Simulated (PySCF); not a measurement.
# Sr: excitation energy

Sr [Kr] 5s2 (1S) → Sr [Kr] 4d2 (3F), as a difference of total energies. Calculation: PySCF 2.14, in aug-cc-pwCVTZ-X2C with one added diffuse shell each of s, p, d, f type (11s10p8d4f, 109 functions); scalar relativity by spin-free X2C-1e. Correlated levels: valence: [Kr] frozen; valence and next inner shell: [Ar] 3d10 frozen. The calculations carry no spin-orbit coupling.

```
                                method  excitation energy (eV)
                                   UHF                   4.378
                                   LDA                   4.162
                                   PBE                   3.862
                                  PBE0                   3.993
                                r2SCAN                   3.670
                                 TPSSh                   3.820
                         MP2 (valence)                   4.756
                     SCS-MP2 (valence)                   4.950
    MP2 (valence and next inner shell)                   4.891
SCS-MP2 (valence and next inner shell)                   5.052
```

Q: How much does correlation contribute at MP2 (valence and next inner shell)?

A: 4.891 − (4.378) = 0.513 eV, measured against UHF.

A first-order spin-orbit estimate (lowest level to lowest level, LS coupling) adds -0.020 eV.
